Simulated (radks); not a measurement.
In, 49 electrons, occupied as [Kr] 4d10 5s2 5p1. Calculated with a radial shooting solver on a logarithmic mesh with Libxc functionals: scalar-relativistic Kohn-Sham, PBEsol, spin-polarised, spherical densities, finite nucleus; open shells are filled with parallel spins first (spin-orbit coupling, left out, can overturn this in heavy ions); Fermi nuclear charge, rms radius 4.6156 fm; hard spherical wall at 15 bohr. Some entries of the table are withheld. Estimate them.

orbital,occ.,eigenvalue (hartree),<r> (bohr)
1s up,1,-1019.346,0.02973
1s down,1,-1019.345,0.02973
2s up,1,-152.6351,0.1286
2s down,1,-152.6350,0.1286
2p up,3,-137.0281,0.1122
2p down,3,-137.0279,0.1122
3s up,1,-28.95272,0.3488
3s down,1,-28.95244,0.3488
3p up,3,-23.84171,0.3473
3p down,3,-23.84139,0.3473
3d up,5,-15.89905,0.3245
3d down,5,-15.89879,0.3245
4s up,1,-4.38955,0.8480
4s down,1,-4.38909,0.8479
4p up,3,-2.86525,0.9220
4p down,3,-2.86469,0.9218
4d up,5,-0.68234,1.187
4d down,5,-0.67974,1.181
5s up,1,-0.31195,2.615
5s down,1,-0.28991,2.588
5p up,1,-0.10259,3.658
5p down,0,-0.07665,3.689
6s up,0,-0.00918,7.769
5d up,0,(1),(2)
4f up,0,0.07952,9.663

Answer. 
(1) 5d up eigenvalue (hartree): 0.03183
(2) 5d up <r> (bohr): 8.118
